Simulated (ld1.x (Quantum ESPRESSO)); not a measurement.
## Configuration tests for Au (Z = 79) (TM)

Au, norm-conserving Troullier–Martins (Kleinman–Bylander form), made with ld1.x (Quantum ESPRESSO) 7.5 (PBE, non-relativistic). Core [Xe], reference 4f14 5d8 6s0 6p0 (charge +3). Waves: 6p (bound, empty): rc 1.95 bohr; 5d (bound): rc 1.75 bohr; 4f (bound): rc 0.65 bohr; 6s (bound, empty): rc 1.95 bohr. Local part: the s channel. Core correction: none.

Energies are relative to the spin-unpolarised reference configuration 4f14 5d8 6s0 6p0; without spin polarisation the order of configurations can differ from experiment. Not all tests gave a result: 3 of 7 tests not solved or not reliable. The frozen-core shift is the all-electron ΔE with the core orbitals held at their reference shape minus the fully relaxed ΔE.

```tsv
valence configuration	charge	ΔE all-electron (eV)	error AE − PS (meV)	frozen-core shift (meV)
4f14 5d10 6s1 6p0	0	-63.929	-200	+257
4f14 5d10 6s0.5 6p0	+0.5	-61.100	-298	n/a
```

(1) What are ΔE and the potential's error for 4f13 5d10 6s1 6p0?

(2) What are ΔE and the potential's error for 4f14 5d9 6s1 6p0?

A Bessel basis up to 400 Ry misses an occupied level by 1.90 Ry, so cutoffs and ghosts were not judged.

Answers

(1) ΔE = 42.414 eV all-electron; the error (AE − PS) is -2546 meV.

(2) ΔE = -50.509 eV all-electron; the error (AE − PS) is +1.9 meV.
